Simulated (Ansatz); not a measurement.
Consider the atomization: `PSC=[Se]` → C• + 3 H• + P• + S• + Se•.

Calculated with Ansatz (gas phase, PBE0-D4/def2-TZVP geometries, no zero-point term in ΔE). CCSD(T)/CBS adds triple-zeta CCSD(T) − MP2 to the extrapolated MP2 energy (def2 sets, frozen cores). This one scheme is used for every species, atoms too. DFT in def2-TZVPP. B3LYP here is the variant with VWN-RPA as its local correlation; programs differ in this. HSE06 is defined as in plane-wave codes. Open shells (•) are unrestricted, without spin–orbit coupling. Spin–orbit coupling would lower the free atoms: a little for C, S; clearly for Se. Bonds to Se are less sure, by a few kJ/mol each and by 10 to 20 or more in all where they break to atoms, as the def2 sets lack core-valence functions. Scalar relativity is left out up to krypton. One conformer a species, not always the lowest.

```csv
level,ΔE (kcal/mol),difference from CCSD(T)/CBS
LDA (SPW92),604.0,98.6
PBE-D4,527.4,22.0
revPBE-D4,513.6,8.2
BLYP-D4,513.4,8.0
r2SCAN-D4,510.8,5.4
B97M-V,513.5,8.1
PBE0-D4,509.4,4.0
B3LYP-D4,507.7,2.3
r2SCANh-D4,504.7,-0.7
r2SCAN0-D4,496.0,-9.4
HSE06-D4,510.0,4.6
BHLYP-D4,483.3,-22.1
CAM-B3LYP-D4,501.6,-3.8
ωB97X-V,508.9,3.5
ωB97M-V,507.2,1.8
B2PLYP,497.6,-7.8
PBE,522.4,17.0
revPBE,499.7,-5.7
BLYP,502.5,-2.9
r2SCAN,509.6,4.2
PBE0,505.2,-0.2
HSE06,506.1,0.7
BHLYP,476.4,-29.0
CAM-B3LYP,497.2,-8.2
LC-ωPBE,488.4,-17.0
HF/def2-SVP,309.7,-195.7
MP2/def2-SVP,457.9,-47.5
CCSD/def2-SVP,441.8,-63.6
CCSD(T)/def2-SVP,453.6,-51.8
HF/def2-TZVPP,316.8,-188.6
MP2/def2-TZVPP,493.1,-12.3
SCS-MP2/def2-TZVPP,490.4,-15.0
CCSD/def2-TZVPP,469.3,-36.1
CCSD(T)/def2-TZVPP,484.5,-20.9
HF/def2-QZVPP,317.3,-188.1
MP2/def2-QZVPP,505.3,-0.1
SCS-MP2/def2-QZVPP,503.8,-1.6
HF/CBS(def2),317.4,-188.0
MP2/CBS(def2),514.0,8.6
CCSD/CBS(def2),490.3,-15.1
CCSD(T)/CBS,505.4,0
```

Largest T1 diagnostic among the species: 0.017.

At CCSD(T), def2-SVP lies −51.8 kcal/mol from the extrapolated value and def2-TZVPP −20.9 kcal/mol: correlation converges slowly with the basis, and small sets miss more of it in the bonded molecule than in its fragments. Leaving LDA and LC-ωPBE aside and taking each functional with its dispersion term where it has one, the values spread over 44.1 kcal/mol, from BHLYP-D4 to PBE-D4. LDA lies +81.6 kcal/mol from PBE without D4, its usual overbinding.

For atomizations the MP2-based limit and the directly extrapolated one differ by several kJ/mol either way, and by 10 to 25 for some Ge, Se and Sn compounds, so smaller differences from it don't rank the levels.
